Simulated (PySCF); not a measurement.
Polarisability and C₆ of Cu²⁺ (copper, charge +2)

[Ar] 3d9, 2D determinant. Computed with PySCF 2.14 in aug-cc-pVDZ-PP with ECP10MDF, with a scalar-relativistic core potential. Coupled (time-dependent) response in atomic units; α is the mean over directions. A double-zeta set is small for polarisabilities.

```csv
method,mean α (bohr³),"α xx, yy, zz",C₆ (like pair),S(−4)
UHF,2.070,"1.982, 1.982, 2.245",4.933,2.363
PBE,2.604,"2.477, 2.477, 2.860",6.030,5.123
PBE0,2.416,"2.301, 2.301, 2.645",5.657,3.977
BLYP,2.644,"2.520, 2.520, 2.892",6.092,5.412
wB97M-V,2.504,"2.395, 2.395, 2.722",5.831,4.551
```

S(−4) is the Cauchy moment in α(ω) = α(0) + S(−4) ω² + …

α(iu) at BLYP:

| u (hartree) | α(iu) (bohr³) |
| --- | --- |
| 0 | 2.644 |
| 0.0500 | 2.630 |
| 0.100 | 2.591 |
| 0.200 | 2.453 |
| 0.300 | 2.268 |
| 0.500 | 1.897 |
| 0.750 | 1.551 |
| 1.00 | 1.321 |
| 1.50 | 1.040 |
| 2.00 | 0.8592 |
| 3.00 | 0.6126 |
| 5.00 | 0.3404 |

A single London oscillator, α(iu) = α/(1 + u²/ω²), gives C₆ = (3/4) ω α². Matching the computed C₆ needs ω = 4 × 6.092 / (3 × 2.644²) = 1.16 hartree.

For an ion, C₆ is the dispersion term alone; charge-induced terms of lower order in 1/R come first.

The components differ because the open shell of this determinant is not spherical; for a pure term their mean is the scalar polarisability.

Energies and moments cover only the electrons outside the core potential.
